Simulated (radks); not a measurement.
The numbers below are computed, except where a source is named.
Valence configurations of V III (all share [Ar]). Code: a radial shooting solver on a logarithmic mesh with Libxc functionals. Model: non-relativistic Kohn-Sham, BLYP, spin-polarised, spherical densities, point nucleus; open shells are filled with parallel spins first. Energies are relative to 3d3; eigenvalues in eV for spin up.

valence,E (eV),moment (Bohr magnetons),e(3d),e(4p),e(4s)
3d3,0.000,3,-22.358,-,-
3d2 4s1,5.702,3,-27.706,-,-20.412
3d1 4s2,15.924,1,-33.631,-,-21.971
3d2 4p1,10.952,3,-28.705,-15.726,-
3d2.5 4s0.5,2.470,3,-24.949,-,-19.281
3d1 4p2,26.223,3,-35.565,-17.898,-
4s2 4p1,35.732,1,-,-18.668,-24.727
3d1 4s1 4p1,20.512,3,-34.632,-17.434,-23.133

NIST lists [Ar] 3d3 as the ground configuration; this level of theory agrees among the configurations tried. The energies are those of spherical high-spin densities, not of single terms.
